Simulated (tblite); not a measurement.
A geometry optimisation, step by step.

Compound: C6H12F (doublet state).
SMILES with atom numbers: `[CH3:1][CH2:2][C@@H:3]([CH3:4])[CH2:5][CH:6][F:7]` (hydrogens: H8, H9, H10 on C1; H11, H12 on C2; H13 on C3; H14, H15, H16 on C4; H17, H18 on C5; H19 on C6)

Computed with GFN2-xTB (tblite), gas phase: L-BFGS steps from a force-field or distance-geometry start until the largest atomic force falls under 0.01 eV/Å. 5 of its 124 geometries are shown.

Step 0: E = -642.0790 eV, largest atomic force 3.388 eV/Å
```
atom  x, y, z in Å  |  force x, y, z in eV/Å
C1     -1.807   -1.374    0.250   -1.914  -1.096   0.866
C2     -1.387    0.069    0.310   -0.208   0.701   0.284
C3      0.017    0.310   -0.240   -0.941   1.078  -1.175
C4      0.275    1.802   -0.102   -0.183   1.246  -0.373
C5      1.061   -0.543    0.405    0.145  -1.512  -1.547
C6      2.449   -0.312   -0.150    0.238   0.311   3.365
F7      3.293   -1.179    0.554   -0.263   0.414  -1.092
H8     -1.952   -1.738    1.305    0.217  -0.011  -1.048
H9     -1.131   -2.054   -0.263   -0.048   0.262   0.012
H10    -2.820   -1.470   -0.236    1.024  -0.001   0.400
H11    -2.106    0.695   -0.257    0.446  -0.248   0.227
H12    -1.433    0.433    1.363    0.084  -0.223  -0.578
H13    -0.051    0.130   -1.346    0.362  -0.259   0.741
H14    -0.282    2.328   -0.913    0.327  -0.238   0.620
H15    -0.097    2.225    0.856    0.443  -0.403  -0.516
H16     1.330    2.063   -0.246   -0.367  -0.054   0.177
H17     0.818   -1.608    0.135    0.230   0.592   0.458
H18     0.977   -0.472    1.488    0.433   0.132   0.163
H19     2.837    0.704    0.110   -0.026  -0.691  -0.983
```

Step 31: E = -642.8306 eV, largest atomic force 0.110 eV/Å
```
atom  x, y, z in Å  |  force x, y, z in eV/Å
C1     -1.862   -1.418    0.098   -0.012  -0.007   0.027
C2     -1.410    0.033    0.254   -0.015   0.022  -0.024
C3      0.037    0.302   -0.171    0.011   0.058  -0.036
C4      0.300    1.807   -0.138   -0.035   0.074  -0.004
C5      1.045   -0.434    0.738    0.014   0.019  -0.037
C6      2.439   -0.248    0.303   -0.023   0.014  -0.012
F7      3.210   -1.336    0.086   -0.077   0.002  -0.001
H8     -1.639   -2.002    0.987    0.097  -0.047  -0.022
H9     -1.384   -1.886   -0.761    0.006   0.034   0.026
H10    -2.937   -1.459   -0.059   -0.011  -0.007   0.038
H11    -2.046    0.661   -0.371   -0.051   0.022  -0.031
H12    -1.550    0.359    1.287   -0.005  -0.030   0.000
H13     0.160   -0.052   -1.200    0.027  -0.048  -0.007
H14    -0.530    2.349   -0.581   -0.075   0.014  -0.052
H15     0.409    2.146    0.889    0.023   0.034   0.019
H16     1.192    2.082   -0.694    0.043  -0.063   0.056
H17     0.828   -1.503    0.771   -0.002   0.009  -0.004
H18     0.907   -0.032    1.752    0.005  -0.045   0.022
H19     2.820    0.640   -0.167    0.080  -0.056   0.041
```

Step 62: E = -642.8927 eV, largest atomic force 0.121 eV/Å
```
atom  x, y, z in Å  |  force x, y, z in eV/Å
C1     -1.802   -1.437    0.093    0.015   0.004  -0.005
C2     -1.412    0.032    0.229   -0.003  -0.027  -0.022
C3      0.029    0.340   -0.196   -0.013  -0.065   0.036
C4      0.274    1.845   -0.169    0.018  -0.054   0.025
C5      1.018   -0.377    0.764   -0.023  -0.010   0.021
C6      2.424   -0.329    0.349   -0.006   0.028   0.004
F7      2.980   -1.464   -0.128    0.013   0.009  -0.051
H8     -1.271   -2.055    0.815   -0.061  -0.010  -0.027
H9     -1.576   -1.806   -0.907   -0.015   0.044   0.048
H10    -2.870   -1.558    0.270    0.045   0.004  -0.002
H11    -2.089    0.624   -0.392    0.030   0.025   0.011
H12    -1.545    0.352    1.267   -0.038  -0.019  -0.060
H13     0.196   -0.029   -1.213   -0.046  -0.046   0.031
H14    -0.488    2.373   -0.736    0.000  -0.008  -0.029
H15     0.249    2.197    0.858   -0.030   0.109   0.043
H16     1.245    2.085   -0.590    0.032   0.031  -0.022
H17     0.736   -1.426    0.844    0.040  -0.010   0.010
H18     0.899    0.090    1.750    0.026  -0.003  -0.025
H19     2.992    0.551    0.115    0.017  -0.005   0.013
```

Step 92: E = -642.9295 eV, largest atomic force 0.026 eV/Å
```
atom  x, y, z in Å  |  force x, y, z in eV/Å
C1     -1.834   -1.434    0.069   -0.010  -0.013   0.005
C2     -1.405    0.015    0.275   -0.011  -0.004   0.003
C3      0.041    0.296   -0.144   -0.008  -0.002  -0.009
C4      0.284    1.801   -0.220    0.012   0.005  -0.003
C5      1.047   -0.358    0.847   -0.003   0.001  -0.006
C6      2.436   -0.322    0.376    0.013  -0.022  -0.001
F7      2.799   -1.232   -0.556   -0.007   0.023   0.010
H8     -1.282   -2.109    0.719   -0.008   0.009  -0.014
H9     -1.668   -1.739   -0.963    0.002   0.013   0.017
H10    -2.893   -1.549    0.292    0.017   0.014   0.000
H11    -2.057    0.660   -0.319   -0.015  -0.015  -0.007
H12    -1.538    0.292    1.323    0.004  -0.010   0.006
H13     0.210   -0.144   -1.132    0.009   0.005  -0.008
H14    -0.354    2.251   -0.978   -0.009  -0.001   0.012
H15     0.066    2.271    0.737    0.000  -0.009  -0.004
H16     1.318    2.011   -0.479    0.002   0.006  -0.017
H17     0.756   -1.401    0.983    0.003   0.000  -0.003
H18     0.979    0.161    1.804    0.001   0.012   0.005
H19     3.083    0.537    0.389    0.009  -0.013   0.014
```

Step 123: E = -642.9321 eV, largest atomic force 0.009 eV/Å
```
atom  x, y, z in Å  |  force x, y, z in eV/Å
C1     -1.839   -1.434    0.063    0.001   0.004   0.001
C2     -1.404    0.011    0.281    0.004   0.004   0.002
C3      0.040    0.292   -0.146    0.004  -0.005  -0.003
C4      0.284    1.795   -0.240    0.000  -0.004   0.001
C5      1.047   -0.350    0.853    0.001  -0.002   0.000
C6      2.439   -0.322    0.390   -0.004   0.004   0.004
F7      2.784   -1.173   -0.601   -0.002   0.006  -0.001
H8     -1.286   -2.119    0.701   -0.001   0.004  -0.001
H9     -1.680   -1.727   -0.973    0.000   0.004   0.001
H10    -2.897   -1.545    0.290    0.005  -0.002   0.007
H11    -2.063    0.661   -0.299    0.005  -0.002  -0.007
H12    -1.526    0.277    1.334   -0.005  -0.002   0.005
H13     0.209   -0.158   -1.129    0.003  -0.002  -0.007
H14    -0.386    2.244   -0.969    0.000  -0.001  -0.001
H15     0.110    2.270    0.724    0.003   0.001   0.002
H16     1.307    2.002   -0.546   -0.003  -0.006   0.001
H17     0.751   -1.392    0.998   -0.007   0.001  -0.005
H18     0.979    0.177    1.805   -0.002  -0.004   0.002
H19     3.123    0.501    0.489   -0.003   0.002  -0.001
```

**Question.** Summarise the path.

**Answer.** The energy falls by 19.67 kcal/mol from step 0 to step 123; nine tenths of that is first reached at step 39. It falls at every step. The largest force goes from 3.388 to 0.009 eV/Å. Among the bonds C3–C5 changes most, from 1.495 to 1.557 Å; the atoms move by 0.578 Å rms after alignment.

**Question.** Follow the three bonds and two angles with the largest change from start to end.

**Answer.** 
| step | E above end (kcal/mol) | largest force (eV/Å) | C3–C5 (Å) | C6–F7 (Å) | C5–C6 (Å) | C5–C6–H19 (°) | C5–C6–F7 (°) |
| --- | --- | --- | --- | --- | --- | --- | --- |
| 0 | 19.67 | 3.388 | 1.495 | 1.400 | 1.512 | 111.9 | 105.9 |
| 5 | 6.96 | 0.511 | 1.527 | 1.356 | 1.474 | 122.7 | 114.7 |
| 11 | 5.67 | 0.137 | 1.541 | 1.353 | 1.475 | 126.0 | 116.3 |
| 16 | 5.10 | 0.217 | 1.533 | 1.354 | 1.473 | 130.0 | 116.2 |
| 21 | 3.98 | 0.256 | 1.539 | 1.354 | 1.474 | 129.3 | 116.5 |
| 27 | 2.78 | 0.148 | 1.547 | 1.351 | 1.472 | 125.8 | 118.2 |
| 32 | 2.29 | 0.103 | 1.543 | 1.351 | 1.471 | 125.1 | 119.0 |
| 37 | 2.07 | 0.123 | 1.546 | 1.348 | 1.473 | 125.9 | 118.7 |
| 43 | 1.56 | 0.146 | 1.547 | 1.352 | 1.467 | 128.1 | 117.6 |
| 48 | 1.32 | 0.108 | 1.549 | 1.352 | 1.471 | 127.5 | 118.2 |
| 53 | 1.16 | 0.086 | 1.552 | 1.351 | 1.467 | 127.5 | 118.0 |
| 59 | 0.98 | 0.077 | 1.550 | 1.352 | 1.465 | 126.8 | 118.2 |
| 64 | 0.81 | 0.128 | 1.555 | 1.353 | 1.469 | 125.6 | 117.8 |
| 70 | 0.43 | 0.095 | 1.558 | 1.353 | 1.467 | 126.1 | 117.4 |
| 75 | 0.32 | 0.061 | 1.557 | 1.351 | 1.467 | 126.3 | 117.5 |
| 80 | 0.24 | 0.081 | 1.559 | 1.352 | 1.467 | 127.2 | 117.5 |
| 86 | 0.12 | 0.055 | 1.558 | 1.351 | 1.467 | 125.3 | 118.0 |
| 91 | 0.06 | 0.039 | 1.557 | 1.352 | 1.468 | 125.9 | 117.4 |
| 96 | 0.05 | 0.029 | 1.557 | 1.352 | 1.467 | 125.5 | 117.3 |
| 102 | 0.02 | 0.030 | 1.557 | 1.351 | 1.467 | 125.9 | 117.1 |
| 107 | 0.01 | 0.014 | 1.557 | 1.351 | 1.467 | 126.0 | 117.2 |
| 112 | 0.01 | 0.013 | 1.556 | 1.351 | 1.467 | 126.0 | 117.3 |
| 118 | 0.00 | 0.016 | 1.557 | 1.351 | 1.467 | 126.1 | 117.4 |
| 123 | 0.00 | 0.009 | 1.557 | 1.351 | 1.467 | 126.1 | 117.5 |

What follows is the cost of the whole relaxation. The run took 0.75 s wall on one thread of an Arm Neoverse V1, shared host with 32 logical CPUs at a one-minute load of 29.
